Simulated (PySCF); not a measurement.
Running PySCF for GeH

Input:

```python
from pyscf import gto, dft

mol = gto.M(
    atom='Ge 0 0 0; H 0 0 1.702',
    basis='cc-pvdz',
    charge=0,
    spin=1,
    verbose=4,
)
mf = dft.ROKS(mol, xc='bhandhlyp')
mf = mf.density_fit(auxbasis='def2-universal-jkfit')
mf.kernel()
mf.analyze()
print('orbital energies (hartree):', mf.mo_energy[..., max(0, mol.nelec[1]-3):mol.nelec[0]+3].round(4))
```

```bash
$ python input.py
```

The log (some set-up lines and the per-cycle HOMO/LUMO lines with their warnings removed):

```
PySCF version 2.14.0

[INPUT] verbose = 4
[INPUT] num. atoms = 2
[INPUT] num. electrons = 33
[INPUT] charge = 0
[INPUT] spin (= nelec alpha-beta = 2S) = 1
[INPUT] symmetry False subgroup None
[INPUT] Mole.unit = angstrom
[INPUT] Symbol           X                Y                Z      unit          X                Y                Z       unit  Magmom
[INPUT]  1 Ge     0.000000000000   0.000000000000   0.000000000000 AA    0.000000000000   0.000000000000   0.000000000000 Bohr   0.0
[INPUT]  2 H      0.000000000000   0.000000000000   1.702000000000 AA    0.000000000000   0.000000000000   3.216313864010 Bohr   0.0

nuclear repulsion = 9.94927776112809
number of shells = 9
number of NR pGTOs = 84
number of NR cGTOs = 32
basis = cc-pvdz
ecp = {}

******** <class 'pyscf.df.df_jk.DFROKS'> ********
method = DFROKS
initial guess = minao
damping factor = 0
level_shift factor = 0
DIIS = <class 'pyscf.scf.diis.CDIIS'>
diis_start_cycle = 1
diis_space = 8
diis_damp = 0
SCF conv_tol = 1e-09
SCF conv_tol_grad = None
SCF max_cycles = 50
direct_scf = False
num. doubly occ = 16  num. singly occ = 1
XC library pyscf.dft.libxc version 7.0.0
    S. Lehtola, C. Steigemann, M. J.T. Oliveira, and M. A.L. Marques.,  SoftwareX 7, 1–5 (2018)
XC functionals = bhandhlyp
    A. D. Becke.,  J. Chem. Phys. 98, 1372 (1993)
    Defined through Gaussian implementation.
radial grids:
    Treutler-Ahlrichs [JCP 102, 346 (1995); DOI:10.1063/1.469408] (M4) radial grids

becke partition: Becke, JCP 88, 2547 (1988); DOI:10.1063/1.454033
pruning grids: <function nwchem_prune>
grids dens level: 3
symmetrized grids: False
atomic radii adjust function: <function treutler_atomic_radii_adjust>
small_rho_cutoff = 0
Set gradient conv threshold to 3.16228e-05
tot grids = 30448
******** <class 'pyscf.df.df.DF'> ********
auxbasis = def2-universal-jkfit
init E= -2076.67774922633

cycle= 1 E= -2077.47024754383  delta_E= -0.792  |g|= 0.114  |ddm|= 0.807
cycle= 2 E= -2077.47604268  delta_E= -0.0058  |g|= 0.0566  |ddm|= 0.232
cycle= 3 E= -2077.47720219521  delta_E= -0.00116  |g|= 0.00361  |ddm|= 0.065
cycle= 4 E= -2077.47721086357  delta_E= -8.67e-06  |g|= 0.000581  |ddm|= 0.00682
cycle= 5 E= -2077.47721112068  delta_E= -2.57e-07  |g|= 0.000116  |ddm|= 0.00116
cycle= 6 E= -2077.47721112867  delta_E= -7.99e-09  |g|= 1.16e-05  |ddm|= 0.000162
cycle= 7 E= -2077.47721112878  delta_E= -1.03e-10  |g|= 7.56e-07  |ddm|= 2.61e-05
Extra cycle  E= -2077.47721112878  delta_E= 4.55e-13  |g|= 1.52e-07  |ddm|= 1.74e-06
converged SCF energy = -2077.47721112878
**** SCF Summaries ****
Total Energy =                       -2077.477211128776617
Nuclear Repulsion Energy =               9.949277761128085
One-electron Energy =                -2914.097875474287775
Two-electron Energy =                  826.671386584383072
Two-electron Coulomb Energy =          905.974724245293942
DFT Exchange-Correlation Energy =      -79.303337660910898
**** MO energy ****
                Roothaan           | alpha              | beta
[6 lines left out]
MO #7   energy= -4.72555862507792  | -4.72618721350223  | -4.7249300366536   occ= 2
MO #8   energy= -4.71538959015899  | -4.71994368247118  | -4.71083549784809  occ= 2
MO #9   energy= -4.71434386966221  | -4.71496919700885  | -4.71371854231558  occ= 2
MO #10  energy= -1.40870094115884  | -1.40972700815561  | -1.40767487416209  occ= 2
MO #11  energy= -1.40549805288588  | -1.40782056178106  | -1.40317554399069  occ= 2
MO #12  energy= -1.40453682690579  | -1.4049453027991   | -1.40412835101248  occ= 2
MO #13  energy= -1.3958491204209   | -1.39813912531837  | -1.39355911552344  occ= 2
MO #14  energy= -1.3948658210546   | -1.39718595097837  | -1.39254569111778  occ= 2
MO #15  energy= -0.539289964489419 | -0.556922758839358 | -0.521657170139486 occ= 2
MO #16  energy= -0.312013563283624 | -0.318624389080451 | -0.305402737486796 occ= 2
MO #17  energy= -0.130196228458591 | -0.221741363134552 | -0.0386511066510197 occ= 1
MO #18  energy= -0.0766526756517232 | -0.0815075119113128 | -0.071797839392162 occ= 0
MO #19  energy= 0.0766836950990342 | 0.0725590501655859 | 0.0808083400324789 occ= 0
MO #20  energy= 0.282843360062867  | 0.277353968662651  | 0.288332751463075  occ= 0
[12 lines left out]
 ** Mulliken pop on meta-lowdin orthogonal AOs  **
 ** Mulliken pop  **
pop of  0 Ge 1s           2.00000
pop of  0 Ge 2s           1.99999
pop of  0 Ge 3s           1.99974
pop of  0 Ge 4s           1.88852
pop of  0 Ge 5s           0.00291
pop of  0 Ge 2px          2.00000
pop of  0 Ge 2py          2.00000
pop of  0 Ge 2pz          2.00000
pop of  0 Ge 3px          1.99988
pop of  0 Ge 3py          1.99994
pop of  0 Ge 3pz          1.99995
pop of  0 Ge 4px          0.00044
[20 lines left out]
 ** Mulliken atomic charges  **
charge of    0Ge =      0.10175
charge of    1H =     -0.10175
Dipole moment(X, Y, Z, Debye): -0.00000, -0.00000, -0.38575
orbital energies (hartree): [-1.3949 -0.5393 -0.312  -0.1302 -0.0767  0.0767  0.2828]
```

In short: E(SCF) = -2077.477211 Eh, 7 cycles, μz(SCF) = -0.39 D.

Wall time 1.4 s on one thread of a shared host.

The bond length is a typed value, not an optimised one. No search for the lowest solution was made.
